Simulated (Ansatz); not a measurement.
Relaxing a trial structure of IOSi2−

The starting geometry of this gas-phase singlet was optimised with GFN2-xTB.

```xyz
4

I     0.4652    2.5455   -0.1907
O    -1.6595   -2.0158   -0.4048
Si    0.5456   -0.2367   -0.8306
Si   -1.0384   -1.0276    0.6173
```

**Question.** Predict what becomes of its bonds when it is optimised with PBE-D3(BJ)/def2-SVPD.

**Answer.** A new bond forms, giving a structure with I1 bridging Si4 and Si3, given below by its coordinates. Distances that change by over a tenth: I1–Si4 (3.96 → 3.00 Å), O2–Si4 (1.55 → 1.78 Å). Contacts that close: O2–Si3 (2.87 → 1.79 Å).

The energy falls by 1.83 eV over 15 steps:

```csv
step,E − E(last) (eV)
1,1.827
3,0.990
4,0.621
6,0.068
7,0.035
9,0.019
10,0.014
12,0.002
13,0.000
15,0.000
```

Final geometry (Å):

```yaml
atoms:
  - { symbol: I, position_ang: [-0.0446, 1.9684, -0.1029] }
  - { symbol: O, position_ang: [-1.2464, -1.1336, -0.7647] }
  - { symbol: Si, position_ang: [0.5153, -0.8650, -0.8759] }
  - { symbol: Si, position_ang: [-0.9114, -0.7044, 0.9347] }
```

Frequencies at the end are all real (lowest 51 cm⁻¹). Atoms past krypton carry core potentials, without spin–orbit terms. Run with Ansatz 0.2.0, 95 s on 1 thread of AMD EPYC (Zen 3) (shared host).
